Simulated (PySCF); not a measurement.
Sb(OH)2(TeH) (H3O2SbTe), SMILES [TeH][Sb]([OH])[OH].

Geometry optimised at PBE-D3(BJ)/def2-SVP. The def2 effective core potentials stand for the cores of Sb, Te; spin–orbit coupling is left out. Other conformers were not sampled.

Two levels are set side by side: PBE/def2-TZVP (PySCF) and B3LYP/def2-TZVP (PySCF). Same geometry, gas phase. Differences are taken from unrounded values.

```tsv
quantity	B3LYP
orbital gap (eV)	4.46
highest occupied level (eV)	-6.55
lowest empty level (eV)	-2.09
dipole moment (D)	1.18
mean polarisability (bohr³)	90.4
```

Q: What does PBE give, and how far is it from B3LYP? (An estimate is asked for; the answer gives what the named calculation found.)

A: 
| quantity | PBE | PBE minus B3LYP |
|---|---|---|
| orbital gap (eV) | 3.19 | -1.26 |
| highest occupied level (eV) | -5.73 | 0.82 |
| lowest empty level (eV) | -2.54 | -0.45 |
| dipole moment (D) | 1.07 | -0.11 |
| mean polarisability (bohr³) | 92.7 | 2.3 |

PBE's occupied levels lie high since its potential decays too fast outside the molecule; exact exchange lowers them and widens the gap. Differences between two approximate levels are no errors against the true value.

Rough cost on one machine, each run with all the roots and properties that it gave: B3LYP against PBE within a factor of 2.
